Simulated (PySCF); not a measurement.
**Field gradients at the hydrogen positions**

Species: C4H15FSi3.
Structure used (GFN2-xTB), in Å, numbered top down from 1:
```
atom  x, y, z in Å
F1     0.7568    0.3266    2.6041
C2     1.6432   -0.0684    1.6288
C3     0.9505   -0.8176    0.4969
C4     0.1509    0.0367   -0.4953
Si5   -0.5539   -1.1536   -1.8228
Si6    1.2741    1.3151   -1.3836
C7    -0.9704    0.8232    0.2036
Si8   -2.2992   -0.1256    1.1870
H9     2.3682   -0.7174    2.1332
H10    2.1460    0.8364    1.2751
H11    0.2961   -1.5655    0.9540
H12    1.7327   -1.3545   -0.0467
H13    0.5569   -1.6712   -2.6290
H14   -1.2236   -2.2936   -1.1931
H15   -1.4917   -0.4340   -2.6833
H16    1.6121    2.4382   -0.5027
H17    2.5147    0.6700   -1.8208
H18    0.5564    1.8622   -2.5350
H19   -0.5244    1.5502    0.8881
H20   -1.4927    1.4175   -0.5532
H21   -1.7418   -0.9875    2.2272
H22   -3.1638    0.8794    1.8110
H23   -3.1015   -0.9398    0.2667
```

Level: PBE0/pcSseg-1 (PySCF, non-relativistic); Q(2H) = 0.00286 b; rigid geometry, the same for H and D, with no vibrational averaging.

Question: Rank these positions by the coupling χzz of a deuteron there, largest first.
A. H9 (methylene hydrogen)
B. H20 (methylene hydrogen)
C. H11 (methylene hydrogen)
D. H21 (Si–H hydrogen)

Answer: B (204 kHz), C (199 kHz), A (193 kHz), D (111 kHz).

Question: Tabulate Vzz, the asymmetry η and χzz = 234.96 MHz × Q × Vzz for every hydrogen position.

Answer: 
```json
{"atom": "H9", "bonded to": "C2", "bond length (Å)": "1.096", "Vzz (au)": "0.2866", "η": "0.08", "χzz (kHz)": "193"}
{"atom": "H10", "bonded to": "C2", "bond length (Å)": "1.094", "Vzz (au)": "0.2883", "η": "0.07", "χzz (kHz)": "194"}
{"atom": "H11", "bonded to": "C3", "bond length (Å)": "1.094", "Vzz (au)": "0.2967", "η": "0.04", "χzz (kHz)": "199"}
{"atom": "H12", "bonded to": "C3", "bond length (Å)": "1.093", "Vzz (au)": "0.2991", "η": "0.04", "χzz (kHz)": "201"}
{"atom": "H13", "bonded to": "Si5", "bond length (Å)": "1.467", "Vzz (au)": "0.1610", "η": "0.02", "χzz (kHz)": "108"}
{"atom": "H14", "bonded to": "Si5", "bond length (Å)": "1.464", "Vzz (au)": "0.1625", "η": "0.02", "χzz (kHz)": "109"}
{"atom": "H15", "bonded to": "Si5", "bond length (Å)": "1.462", "Vzz (au)": "0.1649", "η": "0.02", "χzz (kHz)": "111"}
{"atom": "H16", "bonded to": "Si6", "bond length (Å)": "1.467", "Vzz (au)": "0.1608", "η": "0.02", "χzz (kHz)": "108"}
{"atom": "H17", "bonded to": "Si6", "bond length (Å)": "1.465", "Vzz (au)": "0.1628", "η": "0.01", "χzz (kHz)": "109"}
{"atom": "H18", "bonded to": "Si6", "bond length (Å)": "1.463", "Vzz (au)": "0.1639", "η": "0.02", "χzz (kHz)": "110"}
{"atom": "H19", "bonded to": "C7", "bond length (Å)": "1.094", "Vzz (au)": "0.3019", "η": "0.05", "χzz (kHz)": "203"}
{"atom": "H20", "bonded to": "C7", "bond length (Å)": "1.095", "Vzz (au)": "0.3034", "η": "0.04", "χzz (kHz)": "204"}
{"atom": "H21", "bonded to": "Si8", "bond length (Å)": "1.461", "Vzz (au)": "0.1648", "η": "0.03", "χzz (kHz)": "111"}
{"atom": "H22", "bonded to": "Si8", "bond length (Å)": "1.465", "Vzz (au)": "0.1622", "η": "0.01", "χzz (kHz)": "109"}
{"atom": "H23", "bonded to": "Si8", "bond length (Å)": "1.467", "Vzz (au)": "0.1602", "η": "0.02", "χzz (kHz)": "108"}
```

Question: Average by the element that carries the hydrogen.

Answer: on C: 199 kHz over 6 positions, mean bond length 1.094 Å; on Si: 109 kHz over 9 positions, mean bond length 1.465 Å.

One conformer (not necessarily the lowest) at the GFN2-xTB geometry, without solvent, vibrations or thermal averaging. GFN2-xTB bond lengths can be off by several hundredths of an ångström, more for odd bonds, and the gradients follow them. With so small a basis the couplings can be 20 % off.
